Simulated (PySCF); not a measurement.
AlOF, SMILES [O]=[Al][F].

Geometry optimised at B3LYP-D3(BJ)/def2-TZVP.

All values below come from PBE0/def2-TZVPD (PySCF).

Isolated molecule, no solvent.

```yaml
total_energy: -417.34283 hartree
point_group: C∞v
highest_occupied_level: -8.07 eV
lowest_empty_level: -2.96 eV
orbital_gap: 5.11 eV
dipole_moment: 3.38 D
quadrupole, principal values (traceless, Buckingham form, about the centre of nuclear charge): -14.70, 7.35, 7.35 D·Å
mean_static_polarisability: 31.1 bohr³ (4.61 Å³)
polarisability_principal_values: 28.7, 28.7, 36.0 bohr³
```
